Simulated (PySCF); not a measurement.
A single-point calculation

[WOF5]− (singlet). PySCF 2.14.0, RKS TPSS, W def2-SVP with ECP60, O def2-SVP, F def2-SVP; non-relativistic Hamiltonian with scalar-relativistic core potentials where named; density fitting; no spin-orbit coupling. Purpose: finer grid at the relaxed geometry.

```python
mol = gto.M(atom='''
W     -0.00000    -0.00000     0.11918
O     -0.00000    -0.00000     1.86123
F      0.00000     0.00000    -1.85047
F      1.89812    -0.00000    -0.03683
F      0.00000     1.89812    -0.03683
F     -1.89812     0.00000    -0.03683
F     -0.00000    -1.89812    -0.03683''',
    basis={'W': 'def2-SVP', 'O': 'def2-SVP', 'F': 'def2-SVP'},
    ecp={'W': 'def2-SVP'},
    charge=-1, spin=0)
mf = dft.RKS(mol, xc='TPSS')
mf.grids.atom_grid = (75, 302)
mf = mf.density_fit()  # fitting sets: W def2-universal-JKFIT, O def2-universal-JKFIT, F def2-universal-JKFIT
mf.conv_tol = 1e-09; mf.max_cycle = 55
mf.kernel(dm0)  # dm0: converged density of the relaxed state
mf.nuc_grad_method().kernel()
```

Run from Python with OMP_NUM_THREADS=2; the lines above give its settings. Where DIIS fails, smearing, a level shift and second-order steps follow.
It took 62 s on 2 threads of Intel(R) Xeon(R) Processor @ 2.50GHz (Skylake/Cascade Lake), on a shared host, with gradient, populations and further properties, from an already converged density.

**Question.** Where do the frontier levels lie, over both spins?

**Answer.** HOMO -3.26 eV, LUMO 1.00 eV. 

**Question.** What are the Mulliken charges and spins?

**Answer.** 
```
atom  charge (e)  spin (e)
  W1       1.289     0.000
  O2      -0.418     0.000
  F3      -0.423     0.000
  F4      -0.362     0.000
  F5      -0.362     0.000
  F6      -0.362     0.000
  F7      -0.362     0.000
```

**Question.** What forces act on the atoms (eV/Å)?

**Answer.** 
```
W    0.00  0.00  0.01
O    0.00  0.00  0.00
F    0.00  0.00 -0.01
F    0.00  0.00  0.00
F    0.00  0.00  0.00
F    0.00  0.00  0.00
F    0.00  0.00  0.00
```
Forces carry noise of the integration grid, about 0.01 to 0.03 eV/Å.
